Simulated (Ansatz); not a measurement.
```yaml
crystal:
  periodic: [false, false, false]
  atoms:
    - {symbol: Rb, position_ang: [-2.054007, 0.365779, -3.476907]}
    - {symbol: Rb, position_ang: [3.058689, 1.741014, 2.136415]}
    - {symbol: Rb, position_ang: [-0.556839, -0.868858, 3.990078]}
    - {symbol: Rb, position_ang: [2.314915, 2.351967, -2.656920]}
    - {symbol: Rb, position_ang: [-3.722953, -1.949799, 0.457588]}
    - {symbol: Rb, position_ang: [0.960195, -1.640103, -0.450253]}
basis:
  gaussian: {orbitals: def2-mTZVP}
hamiltonian: {xc: {name: BLYP}}
scf: {omitted_lower_state_checks: [starts]}
output: {forces: true}
```

```sh
$ ansatz run in.yaml --threads 2 --pin off --events-out ev --progress --plain --max-ram 4352MiB
```

It prints (some lines left out):

```
Functional definition: BLYP
1944 factors; their error is unknown
mean field evaluation 1: about -3927.2893 eV, gradient 1.5e1 eV
mean field evaluation 2: about -3922.6423 eV, gradient 2.9e1 eV
mean field evaluation 4: about -3928.8327 eV, gradient 2.7e0 eV
mean field evaluation 8: about -3928.8965 eV, gradient 1.2e-1 eV
mean field evaluation 16: about -3928.8930 eV, gradient 1.1e-4 eV
mean field -3928.89295461 eV, -144.3841529826 hartree, gradient 4.4e-5 eV, S^2 0.000000; 0 other end points of the search recorded, 0 dependent functions left out
reference -3928.89331417 eV, -144.3841661963 hartree; 27, 27 occupied and 171, 171 virtual orbitals, 1944 factors
Total energy: -3928.89331417 eV, -144.3841661963 hartree
Atom 0 at    -2.054007     0.365779    -3.476907 Å, force    -0.000019    -0.005010    -0.007374 eV/Å
Atom 1 at     3.058689     1.741014     2.136415 Å, force     0.005407    -0.002684    -0.000511 eV/Å
Atom 2 at    -0.556839    -0.868858     3.990078 Å, force     0.002414    -0.004482     0.002692 eV/Å
Atom 3 at     2.314915     2.351967    -2.656920 Å, force    -0.002510    -0.002886     0.002229 eV/Å
Atom 4 at    -3.722953    -1.949799     0.457588 Å, force     0.004227     0.000765    -0.003000 eV/Å
Atom 5 at     0.960195    -1.640103    -0.450253 Å, force    -0.009518     0.014298     0.005964 eV/Å
Dipole moment:     0.049267    -0.080681    -0.028517 e Å
Checks for a lower state left out: starts
```

Hardware: 2 threads of Intel Xeon Platinum 8259CL on a shared host. Wall time 14 s.

In the def2 sets Rb takes a core potential; there is no spin–orbit coupling. The restricted singlet is unstable towards broken spin symmetry in Hartree–Fock (as tested in another run); at RKS BLYP/def2-mTZVP this wasn't settled.
